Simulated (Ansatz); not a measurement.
# Molecular dynamics of H$_{4}$C

The input (input.yaml):

```yaml
accuracy: low
crystal:
  lattice:
    - [7.958114, 0.0, 0.0]
    - [0.0, 7.958114, 0.0]
    - [0.0, 0.0, 7.958114]
  atoms:
    - { symbol: C, position: [0.2451929, 0.70464342, 0.21735775] }
    - { symbol: H, position: [0.20462247, 0.59902487, 0.29689124] }
    - { symbol: H, position: [0.20321297, 0.82365706, 0.27310469] }
    - { symbol: H, position: [0.18952489, 0.69109555, 0.09238356] }
    - { symbol: H, position: [0.38247191, 0.70430793, 0.20570991] }
    - { symbol: C, position: [0.36543664, 0.02382479, 0.90568772] }
    - { symbol: H, position: [0.44973901, 0.11057518, 0.97288172] }
    - { symbol: H, position: [0.29485381, -0.05229413, 0.99667025] }
    - { symbol: H, position: [0.44079515, -0.05921502, 0.82507269] }
    - { symbol: H, position: [0.27761699, 0.09619105, 0.82744259] }
    - { symbol: C, position: [0.95936572, 0.48787371, 0.91477535] }
    - { symbol: H, position: [0.97126392, 0.52338944, 1.04766737] }
    - { symbol: H, position: [0.875603, 0.37977449, 0.90280816] }
    - { symbol: H, position: [1.08445318, 0.45733655, 0.86456152] }
    - { symbol: H, position: [0.90772441, 0.59404143, 0.84487213] }
    - { symbol: C, position: [0.6213491, -0.02703936, 0.48090874] }
    - { symbol: H, position: [0.62501538, 0.07371911, 0.38714545] }
    - { symbol: H, position: [0.73049279, -0.01429022, 0.56393897] }
    - { symbol: H, position: [0.62556464, -0.14884261, 0.41711564] }
    - { symbol: H, position: [0.50552556, -0.01516629, 0.5562555] }
    - { symbol: C, position: [0.38917404, 0.43518279, 0.71965] }
    - { symbol: H, position: [0.3573306, 0.39300502, 0.84706999] }
    - { symbol: H, position: [0.38903191, 0.32673987, 0.6338713] }
    - { symbol: H, position: [0.51494309, 0.49138418, 0.71959002] }
    - { symbol: H, position: [0.29760356, 0.52882541, 0.67435477] }
    - { symbol: C, position: [0.60610866, 0.4211073, 0.37355908] }
    - { symbol: H, position: [0.54635579, 0.5336233, 0.42399268] }
    - { symbol: H, position: [0.5219025, 0.36233805, 0.27987034] }
    - { symbol: H, position: [0.6271213, 0.33233289, 0.47752549] }
    - { symbol: H, position: [0.72678894, 0.45355826, 0.31537614] }
    - { symbol: C, position: [0.88052039, 0.90404042, 0.98963228] }
    - { symbol: H, position: [0.75933751, 0.84448105, 0.95960073] }
    - { symbol: H, position: [0.86791203, 1.04110104, 0.98893224] }
    - { symbol: H, position: [0.97467567, 0.86617479, 0.89625752] }
    - { symbol: H, position: [0.92236648, 0.86082181, 1.11386739] }
    - { symbol: C, position: [1.01051991, 0.20280359, 0.51770935] }
    - { symbol: H, position: [1.1061006, 0.28815092, 0.56914616] }
    - { symbol: H, position: [0.97145438, 0.11405549, 0.61600408] }
    - { symbol: H, position: [1.06151579, 0.13277933, 0.4100591] }
    - { symbol: H, position: [0.90043277, 0.27487725, 0.47668526] }
basis:
  ecutwfc: 420.0
kpoints:
  mp_grid: { grid: [1, 1, 1] }
hamiltonian:
  xc: pbesol
scf:
  occupations: { method: fermi_dirac, width: 0.05 }
  lower_state_search: "off"
md:
  timestep: 0.5
  n_steps: 300
  ensemble: nvt_langevin
  temperature: 1000.0
  initial_velocities: maxwell_boltzmann
  seed: 873630
  friction: 0.02
```

Run as:

```bash
$ ansatz run input.yaml --threads 1 --pin off --max-ram 3072MiB --backend cpu --events-out ev --progress --plain --runs-dir out
```

It starts from a partly relaxed structure (largest force component 0.30 eV/Å).

Output, in part (step lines):

```
md step     0: t =     0.00 fs  T =   975.0 K  F+E_penalty+E_count = -2483.04690845 eV  E_kin = 5.041140 eV  (7 SCF iters)
md step     1: t =     0.50 fs  T =   986.1 K  F+E_penalty+E_count = -2482.94371497 eV  E_kin = 5.098610 eV  (7 SCF iters)
md step     2: t =     1.00 fs  T =   887.1 K  F+E_penalty+E_count = -2482.67283977 eV  E_kin = 4.586445 eV  (7 SCF iters)
md step     3: t =     1.50 fs  T =   808.7 K  F+E_penalty+E_count = -2482.30718877 eV  E_kin = 4.181281 eV  (7 SCF iters)
md step     4: t =     2.00 fs  T =   748.0 K  F+E_penalty+E_count = -2481.91420370 eV  E_kin = 3.867261 eV  (7 SCF iters)
md step     5: t =     2.50 fs  T =   718.0 K  F+E_penalty+E_count = -2481.56585341 eV  E_kin = 3.712099 eV  (5 SCF iters)
md step     6: t =     3.00 fs  T =   657.9 K  F+E_penalty+E_count = -2481.30691681 eV  E_kin = 3.401647 eV  (6 SCF iters)
md step     7: t =     3.50 fs  T =   631.6 K  F+E_penalty+E_count = -2481.12069603 eV  E_kin = 3.265632 eV  (6 SCF iters)
[... lines left out ...]
```

The steps, from the saved trajectory:

| time (fs) | T (K) | potential energy less start (eV) |
| --- | --- | --- |
| 0.0 | 975 | 0.000 |
| 5.0 | 603 | 2.170 |
| 10.0 | 824 | 1.258 |
| 15.0 | 595 | 2.238 |
| 20.0 | 552 | 3.056 |
| 25.0 | 744 | 2.583 |
| 30.0 | 834 | 2.692 |
| 35.0 | 869 | 2.728 |
| 40.0 | 1008 | 2.490 |
| 45.0 | 1013 | 2.566 |
| 50.0 | 797 | 3.743 |
| 55.0 | 1162 | 2.619 |
| 60.0 | 807 | 3.733 |
| 65.0 | 907 | 3.386 |
| 70.0 | 925 | 3.001 |
| 75.0 | 780 | 3.252 |
| 80.0 | 912 | 2.408 |
| 85.0 | 995 | 3.066 |
| 90.0 | 873 | 3.561 |
| 95.0 | 1032 | 2.557 |
| 100.0 | 1018 | 3.110 |
| 105.0 | 983 | 3.030 |
| 110.0 | 970 | 3.363 |
| 115.0 | 1075 | 3.057 |
| 120.0 | 860 | 3.457 |
| 125.0 | 1068 | 3.456 |
| 130.0 | 1117 | 3.382 |
| 135.0 | 972 | 4.392 |
| 140.0 | 1181 | 3.439 |
| 145.0 | 939 | 4.086 |
| 150.0 | 1071 | 3.995 |

The run went to its last step. A run of 0.15 ps of so small a system gives no equilibrium averages. Limits of this set-up: coarse k mesh, low accuracy level.

Mean squared displacements from the first frame to the last, about the centre of mass: C 1.31 Å², H 3.88 Å².

Last frame:

```xyz
40
Lattice="7.9581 0.0000 0.0000 0.0000 7.9581 0.0000 0.0000 0.0000 7.9581" Properties=species:S:1:pos:R:3
C 2.067 5.992 3.187
H 2.479 5.139 3.691
H 2.923 6.498 2.730
H 1.651 6.737 3.829
H 1.298 5.399 2.483
C 3.180 0.818 6.759
H 4.315 0.696 6.671
H 2.938 -0.005 6.025
H 2.539 1.679 6.534
H 2.714 0.313 7.562
C 7.691 3.466 8.098
H 7.623 4.029 7.273
H 7.987 2.522 7.672
H 6.651 3.393 8.862
H 8.591 3.788 8.599
C 5.313 -0.924 2.603
H 5.056 -1.498 3.451
H 5.007 -1.403 1.640
H 6.366 -0.715 2.456
H 4.667 -0.051 2.669
C 3.679 4.275 6.824
H 3.765 5.117 6.061
H 3.604 3.170 6.449
H 2.610 4.260 7.217
H 4.252 4.111 7.837
C 5.565 3.911 2.460
H 5.106 4.545 1.680
H 5.871 3.028 2.076
H 4.877 4.002 3.254
H 6.503 4.559 2.638
C 6.940 7.989 7.355
H 6.150 7.259 7.246
H 6.993 8.711 6.497
H 7.855 7.459 7.593
H 6.631 8.664 8.088
C 8.301 3.205 4.613
H 8.319 2.195 4.129
H 7.328 3.261 4.928
H 8.419 4.077 3.860
H 8.767 3.018 5.644
```

The run took 6 min on 1 thread of Intel(R) Xeon(R) 6975P-C (Granite Rapids) (shared host), peak memory 0.54 GiB.
